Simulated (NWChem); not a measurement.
Species: SiN2H4Cl2; SMILES N[Si](N)(Cl)Cl

```xyz
9

N      0.2892    -1.3620    -1.3711
Si     0.0000     0.0000    -0.3674
N     -0.2892     1.3620    -1.3711
Cl     1.6627     0.0847     0.8934
Cl    -1.6627    -0.0847     0.8934
H     -0.4278    -1.6288    -2.0505
H      0.7557    -2.1792    -0.9717
H      0.4278     1.6288    -2.0505
H     -0.7557     2.1792    -0.9717
```
Atoms are numbered in this order, from 1.

Results from NWChem. Pople sets run with spherical d functions. All runs use the structure optimised with PBE-D3(BJ)/def2-SVP. GIAO values for the isolated, static molecule; σ is the absolute isotropic shielding.

Question: Taking B3LYP/def2-TZVP as the yardstick, which of these has the fewest basis functions while keeping “σ H6 (ppm)” within 0.5 ppm of it: B3LYP/6-311G**; B3LYP/6-31G*; B3LYP/IGLO-II; B3LYP/def2-SVP?

Answer: B3LYP/def2-SVP.
```tsv
level	basis functions	σ H6 (ppm)	relative time (rough)
B3LYP/6-31G*	90	31.15	1
B3LYP/def2-SVP	102	30.35	1
B3LYP/6-311G**	138	30.49	2
B3LYP/IGLO-II	173	30.64	3
B3LYP/def2-TZVP	197	30.43	7
```

The yardstick is one finite set, not the basis-set limit.
